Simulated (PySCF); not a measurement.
Gas-phase reaction: 2 GeF3 + 3 GeH2Cl2 → 2 GeCl2 + 3 GeH2F2 + Cl2

Method: PySCF energies plus ideal-gas RRHO corrections (1 bar). † marks an energy on the PBE0/def2-TZVP geometry and frequencies; other levels use their own. MP2 and CCSD(T) freeze the core. 6-31G* has spherical d functions here. Open shells (unrestricted): GeF3 (multiplicity 2); the rest are closed-shell singlets. Ge: all electrons, no relativistic terms. GeF3, GeH2F2: computed as isolated molecules; such fragments, hydroxides, amides, oligomers or adducts are transient or little studied in the gas. MP2 isn't extrapolated to the basis-set limit; its ΔH°(298 K) is 191.4 kJ in def2-SVP and 176.2 kJ in def2-TZVPP. CCSD(T) isn't extrapolated to the basis-set limit; its ΔH°(298 K) is 144.6 kJ in def2-SVP and 145.0 kJ in def2-TZVPP. The harmonic model lacks anharmonicity and excited electronic states, which grow with temperature; levels with a mode under 35 cm⁻¹ are left out.

```tsv
level	ΔE electronic, kJ	ΔH°(298 K), kJ	ΔS°(298 K), J/K	ΔG°(1600 K), kJ
CCSD(T)/def2-SVP†	148	145	143	-68
HF/6-31G*	216	213	147	-6
MP2/def2-TZVPP†	179	176	143	-36
PBE/def2-SVP	121	118	140	-88
r2SCAN/def2-TZVP†	168	164	143	-48
ωB97X-V/def2-TZVP†	147	144	143	-68
```
ΔH° is lowest at PBE/def2-SVP and highest at HF/6-31G*. No reference value is set beside these.
